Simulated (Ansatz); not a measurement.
```yaml
crystal:
  periodic: [false, false, false]
  atoms:
    - {symbol: N, position_ang: [-0.383196, 1.172925, 2.144462]}
    - {symbol: Ga, position_ang: [-0.552028, -0.425999, 1.317038]}
    - {symbol: C, position_ang: [-0.049003, -0.440968, -0.621855]}
    - {symbol: O, position_ang: [-0.864745, -0.289459, -1.573120]}
    - {symbol: Al, position_ang: [0.888972, -0.528592, -2.336376]}
    - {symbol: H, position_ang: [-0.543303, 1.309009, 3.127961]}
    - {symbol: H, position_ang: [-0.175805, 2.036842, 1.673644]}
    - {symbol: H, position_ang: [-0.877646, -1.702800, 2.146935]}
    - {symbol: H, position_ang: [1.485953, 0.826243, -2.891036]}
    - {symbol: H, position_ang: [1.070811, -1.957202, -2.987652]}
basis:
  gaussian: {orbitals: def2-TZVP}
magnetization: {spin_polarized: true, initial_magnetization: 8}
hamiltonian: {xc: {name: SPW92}}
output: {forces: true}
```

```sh
$ ansatz run in.yaml --threads 4 --pin off --events-out ev --progress --plain --max-ram 10444MiB
```

Shortened log:

```
Functional definition: SPW92
1333 factors; their error is unknown
mean field evaluation 1: about -63439.6057 eV, gradient 7.4e1 eV
mean field evaluation 2: about -63151.6850 eV, gradient 1.8e2 eV
mean field evaluation 4: about -63336.3396 eV, gradient 1.1e2 eV
mean field evaluation 8: about -63464.9528 eV, gradient 7.9e-2 eV
mean field evaluation 64: about -63463.9878 eV, gradient 8.7e-1 eV
mean field -63464.92792672 eV, -2332.2930832337 hartree, gradient 5.2e-5 eV, S^2 20.008136; 6 other end points of the search recorded, 0 dependent functions left out
reference -63464.92797421 eV, -2332.2930849788 hartree; 39, 31 occupied and 169, 177 virtual orbitals, 1333 factors
Total energy: -63464.92797421 eV, -2332.2930849788 hartree
Atom 0 at    -0.383196     1.172925     2.144462 Å, force    -0.051954     1.617759     1.385447 eV/Å
Atom 1 at    -0.552028    -0.425999     1.317038 Å, force     0.455928    -0.687539    -3.225837 eV/Å
Atom 2 at    -0.049003    -0.440968    -0.621855 Å, force     0.802518    -0.953447     3.086406 eV/Å
Atom 3 at    -0.864745    -0.289459    -1.573120 Å, force    -1.806711     0.483723    -2.319941 eV/Å
Atom 4 at     0.888972    -0.528592    -2.336376 Å, force     0.295034    -0.115060     0.614328 eV/Å
Atom 5 at    -0.543303     1.309009     3.127961 Å, force    -0.238775     0.340960     2.149914 eV/Å
Atom 6 at    -0.175805     2.036842     1.673644 Å, force     0.612008     2.356613    -1.276498 eV/Å
Atom 7 at    -0.877646    -1.702800     2.146935 Å, force    -0.587074    -3.055942     1.179025 eV/Å
Atom 8 at     1.485953     0.826243    -2.891036 Å, force     0.362622     0.729984    -0.777104 eV/Å
Atom 9 at     1.070811    -1.957202    -2.987652 Å, force     0.156403    -0.717051    -0.815741 eV/Å
Dipole moment:     0.025164     0.162243     0.115045 e Å
```

(1) Something in this input is off. What?

Answers

(1) The spin is set far too high for this molecule. Self-consistency was reached. The result belongs to that input, not to the molecule as meant.
